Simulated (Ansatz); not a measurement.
Species: CH$_{5}$OSi, charge 0, multiplicity 2. It need not be the lowest isomer of its formula. 
Coordinates optimised at B3LYP-D3(BJ)/def2-TZVP (Ansatz, a program for electronic structure):
```
O
C 1 1.4191
H 2 1.0896 1 107.95
H 2 1.0933 3 108.81 1 120.36
H 2 1.0945 3 108.85 4 118.54
Si 1 1.6498 2 124.94 3 -164.94
H 6 1.4858 1 105.76 2 165.86
H 6 1.4962 7 110.89 1 118.84
```
Charge 0, spin multiplicity 2.

Basis-set convergence of Hartree-Fock and CCSD(T) correlation energies (hartree) with Ansatz. Correlated levels leave the core frozen unless marked. UHF or UKS for open shells. Spin-orbit coupling is left out. Non-relativistic.

| basis | functions | E(HF) | E(corr, CCSD(T)) |
|---|---|---|---|
| cc-pV(D+d)Z | 76 | -404.56168 | -0.46349 |
| cc-pV(T+d)Z | 169 | -404.61862 | -0.57170 |
| cc-pV(Q+d)Z | 324 | -404.63170 | -0.60655 |

Extrapolating the two largest sets (X = 3 and 4) as X^-3: E(corr) = (64·(-0.60655) - 27·(-0.57170))/37 = -0.6320 Eh, an estimate of the basis-set limit. The largest set recovers 96.0 % of it, the smallest 73.3 %.
